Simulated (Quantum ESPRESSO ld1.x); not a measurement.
Values are calculated unless marked as measured or tabulated.
One sound ld1.x (Quantum ESPRESSO 7.5) input for neutral boron gives E = -24.6448 hartree in 30 iterations:

```
 &input
    zed=5.0,
    iswitch=1,
    rel=1,
    dft='BLYP',
    config='[He] 2s2 2p1',
    prefix='ld1',
    max_out_wfc=37,
    file_charge='ld1.rho',
 /
```

Changed or added lines, one case at a time, and what came of them:

- noscf=.true.: ran as typed. With noscf the program prints the levels of a bare nucleus, with no screening and no total energy; they are not those of the atom.
- dft='SCANN': refused. The program stops in set_dft_from_name with "libxc needed for this functional": the name is not a functional that the program knows.
- beta=0.005: not converged. So little new potential is mixed in that the limit of 200 iterations comes first; the energy is off by less than 1e-5 hartree.
- dx=0.06: inaccurate. The radial step is too large to integrate the orbitals; the run ends without a warning, but the energy is off by -0.004154 hartree against the default mesh.
- atom='D2' (without zed): crashed. The symbol names no element; the program warns, takes a nuclear charge of zero and dies without a result.
- xmin=-14.0: usable despite the warning. The mesh starts very near the nucleus, where rounding noise provokes warnings (final residual 9e-15); the energy differs from the default mesh by less than 1e-5 hartree, which is rather the error of the default start.
- iswitch=5: refused. The program stops in ld1_readin with "wrong iswitch": iswitch takes 1 to 4.
